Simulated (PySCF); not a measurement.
GaCl₂, SMILES [Cl][Ga+][Cl], charge +1.

The structure is a stationary point at r2SCAN-D4/def2-TZVP. The spin state was assumed, not searched. The isomer is the one that the SMILES or the coordinates give; other isomers of the formula were not compared.

Two levels are set side by side: TDDFT-PBE/def2-SVPD (PySCF) and TDDFT-ωB97X/def2-SVPD (PySCF). Vertical, same geometry. The lowest singlet is HOMO−1→LUMO 100 % with PBE and HOMO−1→LUMO 99 % with the other functional; states are paired by order. Differences are taken from unrounded values.

```tsv
quantity	TDDFT-PBE
lowest singlet excitation (eV)	4.69
lowest triplet excitation (TDA) (eV)	4.28
```

Q: These are the TDDFT-PBE values. What does TDDFT-ωB97X give? (The exact figures need the calculation; the answer reports its results.)

A: 
| quantity | TDDFT-ωB97X | TDDFT-PBE minus TDDFT-ωB97X |
|---|---|---|
| lowest singlet excitation (eV) | 5.65 | -0.97 |
| lowest triplet excitation (TDA) (eV) | 5.23 | -0.94 |

A lower first singlet is the usual sign of a functional without exact exchange. Differences between two approximate levels are no errors against the true value.

Rough cost on one machine, each run with all the roots and properties that it gave: TDDFT-ωB97X against TDDFT-PBE about 5 times.
